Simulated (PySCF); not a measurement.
SMILES [CH3][Sn]([CH3])([F])[Cl] (C2H6ClFSn) (PBE0/def2-SVP optimised geometry):

```
11

C     -1.582    -1.264    -1.402
Sn    -0.396    -0.182     0.000
C      1.733    -0.182     0.000
F     -0.922    -0.854     1.747
Cl    -1.124     2.057     0.000
H     -2.312    -0.575    -1.848
H     -0.954    -1.705    -2.187
H     -2.110    -2.057    -0.854
H      2.074     0.106     1.004
H      2.103     0.543    -0.737
H      2.110    -1.186    -0.242
```

Computed with PBE0/def2-TZVP, def2 effective core potentials past Kr run with PySCF.

Question: What are the frontier orbital energies and the dipole moment?

Answer: HOMO-2 -9.33 eV, HOMO-1 -8.88 eV, HOMO -8.44 eV, LUMO -0.78 eV, LUMO+1 0.08 eV; dipole moment 4.17 D.
